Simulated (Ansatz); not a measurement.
Frontier orbitals of C₃H₉LiOSi (`[Li][O][Si](C)(C)C`).

```tsv
atom	x (Å)	y (Å)	z (Å)
Li1	-1.217	2.942	1.527
O2	-0.660	1.596	0.828
Si3	-0.107	0.259	0.134
C4	1.739	0.381	-0.215
C5	-0.974	-0.072	-1.504
C6	-0.378	-1.246	1.234
H7	1.955	1.221	-0.882
H8	2.123	-0.528	-0.689
H9	2.302	0.538	0.710
H10	-0.601	-0.983	-1.983
H11	-2.052	-0.189	-1.359
H12	-0.821	0.757	-2.201
H13	-1.442	-1.390	1.443
H14	-0.003	-2.162	0.766
H15	0.136	-1.126	2.192
```

The species carries charge 0 and has multiplicity 1. Correlated methods include outer-core shells of Li, which these sets cover unevenly. All single points use the PBE0-D4/def2-TZVP geometry. It is one conformer, not always the lowest. Basis def2-TZVPP, Ansatz.

A caution on the coupled-cluster cation, which keeps the state that its UHF reference found: large T1 diagnostic of the cation.

```json
{"functional": "PBE", "HOMO (eV)": "-5.13", "LUMO (eV)": "-1.63", "gap (eV)": "3.50"}
{"functional": "PBE0", "HOMO (eV)": "-6.48", "LUMO (eV)": "-1.11", "gap (eV)": "5.37"}
{"functional": "HSE06 (plane-wave form)", "HOMO (eV)": "-6.08", "LUMO (eV)": "-1.38", "gap (eV)": "4.70"}
{"functional": "ωB97M-V", "HOMO (eV)": "-8.81", "LUMO (eV)": "-0.67", "gap (eV)": "8.14"}
{"functional": "HF", "HOMO (eV)": "-9.84", "LUMO (eV)": "0.03", "gap (eV)": "9.87"}
```

Q: What is the vertical ionisation energy at frozen-core CCSD(T)/def2-TZVPP? (An estimate is asked.)

A: Ansatz gave: 8.75 eV (T1 of the cation 0.052).

A quarter of exact exchange (PBE0) shifts PBE's HOMO by −1.35 eV and its LUMO by +0.52 eV; full exchange at long range (ωB97M-V) shifts them by −3.68 and +0.96 eV. The gap opens from 3.50 to 8.14 eV, since occupied levels lose self-interaction and empty ones feel all the electrons. −ε(HOMO) differs from that ionisation energy by −3.62 eV with PBE and +0.06 eV with ωB97M-V.
